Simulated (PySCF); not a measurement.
**Mayer bond orders and bond lengths**

Species: C6H15PSSi.
Numbering: `[CH3:1][SiH:2]([CH3:3])[P:4]1[CH2:5][CH2:6][S:7][CH2:8][CH2:9]1` (hydrogens: H10, H11, H12 on C1; H13 on Si2; H14, H15, H16 on C3; H17, H18 on C5; H19, H20 on C6; H21, H22 on C8; H23, H24 on C9)

Geometry (GFN2-xTB, Å), atoms numbered from 1 in this order:
```xyz
24
C6H15PSSi angstrom
C      2.5270   -1.7722    0.2473
Si     1.6338   -0.1390    0.6396
C      2.7766    1.3406    0.2880
P     -0.1031    0.0191   -0.7884
C     -0.9806    1.4770   -0.0247
C     -2.3989    1.5901   -0.5583
S     -3.4801    0.2798    0.0956
C     -2.6214   -1.1696   -0.5938
C     -1.2042   -1.2989   -0.0610
H      1.9130   -2.6327    0.4946
H      2.7697   -1.8337   -0.8098
H      3.4531   -1.8550    0.8064
H      1.2391   -0.1258    2.0650
H      3.7032    1.2597    0.8462
H      3.0274    1.3907   -0.7677
H      2.3074    2.2811    0.5595
H     -0.9996    1.3924    1.0653
H     -0.4194    2.3758   -0.2952
H     -2.4190    1.5269   -1.6485
H     -2.8674    2.5233   -0.2436
H     -2.6293   -1.0765   -1.6821
H     -3.2337   -2.0236   -0.3018
H     -0.7938   -2.2687   -0.3563
H     -1.2115   -1.2410    1.0310
```

Bond orders from the PBE0/pcSseg-1 density (PySCF). One conformer (not necessarily the lowest) at the GFN2-xTB geometry, without solvent, vibrations or thermal averaging.

Question: Where do the orders between heavy atoms depart from those drawn in the SMILES?

Answer: The largest departure is 0.093, at Si2–P4 (drawn single, 0.907).

Question: Set the Mayer orders of the bonds between heavy atoms beside their lengths.

Answer: 
```tsv
bond	drawn as	length (Å)	Mayer order
C1–Si2	single	1.902	0.958
Si2–C3	single	1.902	0.958
Si2–P4	single	2.254	0.907
P4–C5	single	1.865	0.944
C5–C6	single	1.520	1.012
C6–S7	single	1.820	1.013
S7–C8	single	1.820	1.013
C8–C9	single	1.520	1.012
C9–P4	single	1.865	0.944
```

Question: And the bonds to hydrogen?

Answer: C–H: 0.92 to 0.96 (14 bonds); H–Si: 0.93 (1 bond).

Question: Sum the orders of all bonds at each heavy atom with more than one neighbour and set the sums beside the valence in the SMILES.

Answer: C1 3.825 (drawn 4), Si2 3.751 (drawn 4), C3 3.825 (drawn 4), P4 2.795 (drawn 3), C5 3.814 (drawn 4), C6 3.897 (drawn 4), S7 2.026 (drawn 2), C8 3.897 (drawn 4), C9 3.814 (drawn 4). Orders between atoms that aren't bonded are not in these sums.

For a closed shell the Mayer order of atoms A and B is Σ (PS)μν (PS)νμ over the basis functions μ on A and ν on B, with P the density and S the overlap matrix.
